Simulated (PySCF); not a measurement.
**Electric properties by functional and basis**

Compound: trichlorogallium, GaCl3.
Bonds: Cl1–Ga2, Ga2–Cl3, Ga2–Cl4.

PySCF, dipoles from the SCF density, polarisabilities from static response with core orbitals frozen. Geometry: PBE0-D3(BJ)/def2-SVP; no solvent, vibrations or thermal averaging. Relativistic effects, spin–orbit coupling among them, are left out although an element past zinc is present.

The anisotropy is √(½[(α1 − α2)² + (α2 − α3)² + (α3 − α1)²]).

| level | μ (D) | α (Å³) | anisotropy (Å³) |
| --- | --- | --- | --- |
| LDA/def2-SVPD | 0.043 | 10.59 | 4.32 |
| PBE/def2-SVPD | 0.045 | 10.50 | 4.23 |
| B3LYP/def2-SVPD | 0.048 | 10.15 | 3.97 |
| PBE0/def2-SVPD | 0.049 | 9.93 | 3.79 |
| BHandHLYP/def2-SVPD | 0.052 | 9.60 | 3.53 |
| CAM-B3LYP/def2-SVPD | 0.050 | 9.90 | 3.75 |
| wB97X-D/def2-SVPD | 0.050 | 9.79 | 3.69 |
| LC-wPBE/def2-SVPD | 0.051 | 9.52 | 3.48 |
| HF/def2-SVPD | 0.058 | 8.99 | 2.92 |
| PBE0/6-31G* | 0.050 | 7.72 | 4.31 |
| PBE0/def2-SVP | 0.051 | 7.16 | 3.83 |
| PBE0/aug-cc-pVDZ | 0.048 | 9.85 | 3.94 |
| PBE0/def2-TZVP | 0.049 | 8.90 | 4.05 |
| PBE0/def2-TZVPD | 0.049 | 10.10 | 3.84 |
| PBE0/aug-cc-pVTZ | 0.049 | 10.06 | 3.84 |

The dipole runs from 0.04 D (LDA/def2-SVPD) to 0.06 D (HF/def2-SVPD). No reference polarisability is at hand; against PBE0 in the largest diffuse basis at hand (aug-cc-pVTZ) the other PBE0 rows deviate by 6-31G* -23%, def2-SVP -29%, aug-cc-pVDZ -2%, def2-SVPD -1%, def2-TZVP -12%, def2-TZVPD 0%. In one basis (def2-SVPD) the functionals order the polarisability from HF (lowest) to LDA (highest), a spread of 18%. With PBE0 the polarisability is 7.92 Å³ without diffuse functions (mean of 6-31G*, def2-SVP and def2-TZVP) and 9.98 Å³ with them (mean of aug-cc-pVDZ, def2-SVPD, def2-TZVPD and aug-cc-pVTZ).
